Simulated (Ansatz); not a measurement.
Relaxation of the cluster Cd₄ with RKS B3LYP/def2-SVP.

```sh
$ ansatz run in.yaml --threads 4 --pin off --events-out ev --progress --plain --max-ram 3916MiB
```

```yaml
crystal:
  periodic: [false, false, false]
  atoms:
    - {symbol: Cd, position_ang: [-0.269190, 1.023710, -1.598570]}
    - {symbol: Cd, position_ang: [1.826870, 0.155310, 0.577030]}
    - {symbol: Cd, position_ang: [-0.398010, -1.840120, -0.352300]}
    - {symbol: Cd, position_ang: [-1.159660, 0.661100, 1.373840]}
basis:
  gaussian: {orbitals: def2-SVP}
hamiltonian: {xc: {name: B3LYP}}
scf: {lower_state_search: "off"}
output: {orbitals: {seedname: orbitals}}
relax: {f_tol: 0.02, max_steps: 100}
```

Hardware: 4 threads of Arm Neoverse V1 on a shared host. Wall time 12 s.

Positions (Å) and forces (eV/Å) at steps 1, 2, 4, 5 of 5:

```xyz
4
step=1 energy=-18264.8039 eV
Cd   -0.269    1.024   -1.599   -0.038    0.196   -0.303
Cd    1.827    0.155    0.577    0.337    0.035    0.100
Cd   -0.398   -1.840   -0.352   -0.079   -0.352   -0.063
Cd   -1.160    0.661    1.374   -0.221    0.121    0.266
4
step=2 energy=-18264.8492 eV
Cd   -0.271    1.044   -1.630   -0.028    0.137   -0.212
Cd    1.861    0.160    0.586    0.238    0.024    0.071
Cd   -0.407   -1.876   -0.358   -0.055   -0.246   -0.044
Cd   -1.183    0.672    1.402   -0.155    0.085    0.186
4
step=4 energy=-18264.9187 eV
Cd   -0.299    1.173   -1.830    0.003   -0.013    0.020
Cd    2.088    0.183    0.654   -0.023   -0.002   -0.007
Cd   -0.459   -2.108   -0.400    0.005    0.023    0.004
Cd   -1.329    0.752    1.576    0.015   -0.008   -0.017
4
step=5 energy=-18264.9215 eV
Cd   -0.292    1.147   -1.789    0.000   -0.001    0.002
Cd    2.040    0.179    0.639   -0.002    0.000   -0.001
Cd   -0.449   -2.061   -0.391    0.000    0.002    0.000
Cd   -1.299    0.735    1.541    0.001   -0.001   -0.002
```

In the def2 sets Cd takes a core potential; there is no spin–orbit coupling. The structure comes from a short search, and lower isomers may exist.
